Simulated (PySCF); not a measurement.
PySCF input (CCSD(T)/cc-pVDZ):

```python
from pyscf import gto, scf, mp, cc as ccmod

mol = gto.M(
    atom='''
    B    -0.00000000   -0.00000000   -0.63426056
    O    -0.00000000   -0.00000000   -1.83903293
    Cl    0.00000000    0.00000000    1.05197449
    ''',
    basis='cc-pvdz',
    charge=0,
    spin=0,
    verbose=4,
)

mf = scf.RHF(mol)
mf.conv_tol = 1e-10
mf.max_cycle = 100
mf.kernel()
mp2 = mp.MP2(mf, frozen=7).run()
cc = ccmod.CCSD(mf, frozen=7)
cc.max_cycle = 100
cc.kernel()
et = cc.ccsd_t()
print(f'E(CCSD(T)) = {cc.e_tot + et:.9f}')
```

Output:

```
PySCF version 2.14.0

[INPUT] verbose = 4
[INPUT] num. atoms = 3
[INPUT] num. electrons = 30
[INPUT] charge = 0
[INPUT] spin (= nelec alpha-beta = 2S) = 0
[INPUT] symmetry False subgroup None
[INPUT] Mole.unit = angstrom
[INPUT] Symbol           X                Y                Z      unit          X                Y                Z       unit  Magmom
[INPUT]  1 B      0.000000000000   0.000000000000  -0.634260560000 AA    0.000000000000   0.000000000000  -1.198578750013 Bohr   0.0
[INPUT]  2 O      0.000000000000   0.000000000000  -1.839032930000 AA    0.000000000000   0.000000000000  -3.475268571756 Bohr   0.0
[INPUT]  3 Cl     0.000000000000   0.000000000000   1.051974490000 AA    0.000000000000   0.000000000000   1.987943676129 Bohr   0.0

nuclear repulsion = 69.1379943061812
number of shells = 15
number of NR pGTOs = 93
number of NR cGTOs = 46
basis = cc-pvdz
ecp = {}

******** <class 'pyscf.scf.hf.RHF'> ********
method = RHF
initial guess = minao
damping factor = 0
level_shift factor = 0
DIIS = <class 'pyscf.scf.diis.CDIIS'>
diis_start_cycle = 1
diis_space = 8
diis_damp = 0
SCF conv_tol = 1e-10
SCF conv_tol_grad = None
SCF max_cycles = 100
direct_scf = True
direct_scf_tol = 1e-13
Set gradient conv threshold to 1e-05
Initial guess from minao.
init E= -559.475027263238
  HOMO = -0.467769345425053  LUMO = 0.0556480623879212  gap/eV = 14.24291
cycle= 1 E= -559.012814738931  delta_E= 0.462  |g|= 0.71  |ddm|= 1.69
  HOMO = -0.414941333004872  LUMO = 0.118350469254191  gap/eV = 14.51161
cycle= 2 E= -559.059549067348  delta_E= -0.0467  |g|= 0.639  |ddm|= 0.856
  HOMO = -0.503629417306706  LUMO = 0.145899670405675  gap/eV = 17.67459
cycle= 3 E= -559.137678427437  delta_E= -0.0781  |g|= 0.0451  |ddm|= 0.383
  HOMO = -0.493645249991881  LUMO = 0.156487695561416  gap/eV = 17.69102
cycle= 4 E= -559.138710700925  delta_E= -0.00103  |g|= 0.0169  |ddm|= 0.0618
  HOMO = -0.496296522298779  LUMO = 0.154428295031555  gap/eV = 17.70712
cycle= 5 E= -559.138853895317  delta_E= -0.000143  |g|= 0.00549  |ddm|= 0.0246
  HOMO = -0.496096665929303  LUMO = 0.154247016904522  gap/eV = 17.69675
cycle= 6 E= -559.138869234107  delta_E= -1.53e-05  |g|= 0.00147  |ddm|= 0.00845
  HOMO = -0.496001920528524  LUMO = 0.154317245147147  gap/eV = 17.69609
cycle= 7 E= -559.138870289636  delta_E= -1.06e-06  |g|= 0.000306  |ddm|= 0.00227
  HOMO = -0.496030197652793  LUMO = 0.154311440745905  gap/eV = 17.69670
cycle= 8 E= -559.138870333544  delta_E= -4.39e-08  |g|= 5.78e-05  |ddm|= 0.000498
  HOMO = -0.496023308186423  LUMO = 0.154317965789993  gap/eV = 17.69669
cycle= 9 E= -559.138870335152  delta_E= -1.61e-09  |g|= 1.11e-05  |ddm|= 9.51e-05
  HOMO = -0.496024352651594  LUMO = 0.154316502999388  gap/eV = 17.69668
cycle= 10 E= -559.138870335245  delta_E= -9.29e-11  |g|= 2.84e-06  |ddm|= 2.15e-05
  HOMO = -0.49602424369109  LUMO = 0.154316465171715  gap/eV = 17.69667
Extra cycle  E= -559.13887033525  delta_E= -4.32e-12  |g|= 1.32e-06  |ddm|= 3.68e-06
converged SCF energy = -559.13887033525

******** <class 'pyscf.mp.mp2.RMP2'> ********
nocc = 8, nmo = 39
frozen orbitals 7
E(RMP2) = -559.534928571244  E_corr = -0.396058235994033
E(SCS-RMP2) = -559.519541899684  E_corr = -0.380671564434446
E_corr(same-spin) = -0.109151906259685
E_corr(oppo-spin) = -0.286906329734348

******** <class 'pyscf.cc.ccsd.CCSD'> ********
CC2 = 0
CCSD nocc = 8, nmo = 39
frozen orbitals 7
max_cycle = 100
direct = 0
conv_tol = 1e-07
conv_tol_normt = 1e-05
diis_space = 6
diis_start_cycle = 0
diis_start_energy_diff = 1e+09
Init t2, MP2 energy = -559.5349285493  E_corr(MP2) -0.396058214050388
Init E_corr(CCSD) = -0.396058214051206
cycle = 1  E_corr(CCSD) = -0.393794311886015  dE = 0.00226390217  norm(t1,t2) = 0.0674102
cycle = 2  E_corr(CCSD) = -0.406546011640246  dE = -0.0127516998  norm(t1,t2) = 0.0233733
cycle = 3  E_corr(CCSD) = -0.405912027606802  dE = 0.000633984033  norm(t1,t2) = 0.0139457
cycle = 4  E_corr(CCSD) = -0.407660973072835  dE = -0.00174894547  norm(t1,t2) = 0.00478405
cycle = 5  E_corr(CCSD) = -0.407735583528454  dE = -7.46104556e-05  norm(t1,t2) = 0.000709174
cycle = 6  E_corr(CCSD) = -0.407677835756179  dE = 5.77477723e-05  norm(t1,t2) = 0.000242303
cycle = 7  E_corr(CCSD) = -0.407669172176572  dE = 8.66357961e-06  norm(t1,t2) = 4.42485e-05
cycle = 8  E_corr(CCSD) = -0.407672669650943  dE = -3.49747437e-06  norm(t1,t2) = 1.95767e-05
cycle = 9  E_corr(CCSD) = -0.407673023608416  dE = -3.53957473e-07  norm(t1,t2) = 6.63251e-06
cycle = 10  E_corr(CCSD) = -0.40767284893259  dE = 1.74675827e-07  norm(t1,t2) = 2.51398e-06
cycle = 11  E_corr(CCSD) = -0.407672824463378  dE = 2.44692114e-08  norm(t1,t2) = 8.57975e-07
CCSD converged
E(CCSD) = -559.5465431597129  E_corr = -0.4076728244633785
CCSD(T) correction = -0.0127556602476807
E(CCSD(T)) = -559.559298820
```
